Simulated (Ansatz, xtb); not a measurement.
C4H8BN: which of two isomers lies lower

We compare I, `BN1C=CCC1`, a singlet, with II, `C=C1CBNC1`, a singlet. Both are isolated molecules in the gas phase, relaxed with r2SCAN-D4/def2-SVP; the shapes shown needn't be the lowest conformers.

I (Å):

```yaml
atoms:
  - { symbol: C, position_ang: [0.3055, -0.9073, -1.0789] }
  - { symbol: C, position_ang: [1.6083, -1.2291, -1.0889] }
  - { symbol: C, position_ang: [1.9117, -2.2036, 0.0194] }
  - { symbol: C, position_ang: [0.5341, -2.3990, 0.6990] }
  - { symbol: B, position_ang: [-1.7862, -1.4159, 0.2025] }
  - { symbol: N, position_ang: [-0.4177, -1.5478, -0.0601] }
  - { symbol: H, position_ang: [-2.4391, -0.6831, -0.5019] }
  - { symbol: H, position_ang: [-2.2627, -2.0384, 1.1217] }
  - { symbol: H, position_ang: [-0.2337, -0.2318, -1.7455] }
  - { symbol: H, position_ang: [2.3456, -0.8453, -1.7949] }
  - { symbol: H, position_ang: [2.6676, -1.8082, 0.7216] }
  - { symbol: H, position_ang: [2.3215, -3.1540, -0.3677] }
  - { symbol: H, position_ang: [0.1956, -3.4456, 0.6657] }
  - { symbol: H, position_ang: [0.5411, -2.0874, 1.7546] }
```

II (Å):

```yaml
atoms:
  - { symbol: C, position_ang: [-1.2785, -0.8668, 0.8054] }
  - { symbol: C, position_ang: [-0.2678, -1.5021, 0.1997] }
  - { symbol: C, position_ang: [-0.0828, -1.7048, -1.2910] }
  - { symbol: C, position_ang: [0.9415, -2.0622, 0.9314] }
  - { symbol: B, position_ang: [1.4720, -1.9982, -1.4109] }
  - { symbol: N, position_ang: [1.9528, -2.1954, -0.1135] }
  - { symbol: H, position_ang: [-2.1217, -0.4687, 0.2324] }
  - { symbol: H, position_ang: [-1.2980, -0.7242, 1.8912] }
  - { symbol: H, position_ang: [-0.4849, -0.8723, -1.8908] }
  - { symbol: H, position_ang: [-0.6259, -2.6100, -1.6360] }
  - { symbol: H, position_ang: [2.1652, -2.0994, -2.3938] }
  - { symbol: H, position_ang: [2.8905, -2.4709, 0.1548] }
  - { symbol: H, position_ang: [0.7111, -3.0449, 1.3924] }
  - { symbol: H, position_ang: [1.2701, -1.3957, 1.7494] }
```

Quicker runs give these differences E(II) − E(I): GFN2-xTB +11.7 kcal/mol; HF/STO-3G −4.0 kcal/mol (at GFN2-xTB geometries); r2SCAN-D4/def2-SVP//GFN2-xTB −9.4 kcal/mol.

Q: Estimate which is lower in electronic energy at CCSD(T)/def2-SVP + ΔMP2/def2-TZVPP, and by roughly how much.

A: The CCSD(T)/def2-SVP + ΔMP2/def2-TZVPP calculation puts structure II lower, by 9.6 kcal/mol.

The same difference at several levels:

| level | geometry | E(II) − E(I) (kcal/mol) | departure from the last row (kcal/mol) | job, with rough time for the two |
| --- | --- | --- | --- | --- |
| GFN2-xTB | GFN2-xTB | +11.7 | +21.3 | optimisation, 0.32 s |
| HF/STO-3G | GFN2-xTB | −4.0 | +5.6 | single point, 0.78 s |
| r2SCAN-D4/def2-SVP//GFN2-xTB | GFN2-xTB | −9.4 | +0.2 | single point, 6.1 s |
| r2SCAN-D4/def2-SVP | r2SCAN-D4/def2-SVP | −9.5 | +0.1 | optimisation, 87 s |
| HF/def2-SVP | r2SCAN-D4/def2-SVP | −10.1 | −0.5 | part of the CCSD(T) run |
| MP2/def2-SVP | r2SCAN-D4/def2-SVP | −9.6 | 0.0 | part of the CCSD(T) run |
| CCSD(T)/def2-SVP | r2SCAN-D4/def2-SVP | −9.5 | +0.1 | single point |
| CCSD(T)/def2-SVP + ΔMP2/def2-TZVPP | r2SCAN-D4/def2-SVP | −9.6 |  | single point, 78 s |

As drawn, II has 1 C–B, 1 N–H in place of 1 C–N, 1 B–H.

GFN2-xTB puts the two in the other order. The largest departure from CCSD(T)/def2-SVP + ΔMP2/def2-TZVPP is that of GFN2-xTB, 21.3 kcal/mol. The last row adds to CCSD(T) the change of the MP2 difference between the two basis sets, here −0.1 kcal/mol.

With thermal terms from frequencies at re-optimised GFN2-xTB minima (ideal gas, soft modes damped towards free rotors, one conformer each, 298.15 K, 1 atm): the zero-point term adds +0.3 kcal/mol; ΔH is −9.2 and ΔG −9.4 kcal/mol.

The correlated steps freeze 6 core orbitals. Run with Ansatz 0.2.0, xtb 6.7.1; the last row on 2 threads of Intel(R) Xeon(R) Processor @ 2.70GHz on a shared host.
